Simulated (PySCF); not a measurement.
**Copper: a sound run and one with changed settings**

Sound run: Cu [Ar] 3d10 4s1, Cu⁺ [Ar] 3d10. Calculation: PySCF 2.14, in def2-TZVP; the non-relativistic Hamiltonian (point nucleus). In the sound run the correlated levels freeze [Ar]. The sound run starts from symmetry-adapted Hartree-Fock orbitals and uses a fine grid where one is needed.

Changed run: scalar relativity by spin-free X2C-1e. This setting is unsound on purpose.

```
species   method  sound run (hartree)  changed run (hartree)  converged
     Cu      UHF          -1638.92308            -1650.39464        yes
     Cu    B3LYP          -1640.54221            -1652.01243        yes
     Cu     PBE0          -1640.24417            -1651.71447        yes
     Cu      MP2          -1639.32492            -1650.80261        yes
     Cu  CCSD(T)          -1639.28414            -1650.76054        yes
    Cu⁺      UHF          -1638.68636            -1650.15258        yes
    Cu⁺    B3LYP          -1640.24661            -1651.70916        yes
    Cu⁺     PBE0          -1639.95860            -1651.42127        yes
    Cu⁺      MP2          -1639.06177            -1650.53205        yes
    Cu⁺  CCSD(T)          -1639.02111            -1650.49035        yes
```

Ionisation energy of Cu:

```csv
method,sound run (eV),changed run (eV)
UHF,6.442,6.587
B3LYP,8.044,8.253
PBE0,7.771,7.978
MP2,7.161,7.362
SCS-MP2,7.044,7.237
CCSD,7.055,7.241
CCSD(T),7.157,7.352
```

Most of the change in total energy is the relativistic energy itself. On top of that the contraction fixes the core shape for the Hamiltonian it was made with, so the changed run is not a good calculation with the other Hamiltonian either.

For comparison, NIST gives 7.726 eV between the lowest levels.
